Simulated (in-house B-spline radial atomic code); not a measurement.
A fraction x of an electron is moved 2p → 3p in Ca5+, starting from [Ne] 3s2 3p3 and keeping the highest spin. All numbers are computed (non-relativistic Hartree-Fock with fractional occupations, spin-polarised, spherical fractional occupations; point nucleus) with a radial B-spline atomic code at the basis-set limit, not measured.

Caution: exact exchange at fractional occupations of open shells leaves self-interaction of up to several eV.

```tsv
x	E(x) - E(0) (eV)	2p down level (eV)	3p down level (eV)
0	0.0000	-449.595	-
0.125	45.9441	-450.614	-83.300
0.25	91.8272	-451.610	-84.800
0.375	?	?	?
0.5	183.3950	-453.535	-87.822
0.625	229.0723	-454.465	-89.345
0.75	274.6736	-455.373	-90.876
0.875	?	?	?
1	365.6338	-457.124	-93.959
```

Problem. What belongs in the row x = 0.375?

Solution. An energy change of 137.6454 eV; 2p down at -452.584 eV, 3p down at -86.307 eV.

Problem. What belongs in the row x = 0.875?

Solution. An energy change of 320.1953 eV; 2p down at -456.259 eV, 3p down at -92.414 eV.

Problem. Check Janak's theorem between x = 0.125 and 0.25.

Solution. The slope of the energy is 367.06 eV; the orbital levels give 367.06 eV (ε of the receiving orbital less ε of the emptying one, averaged over the two points).
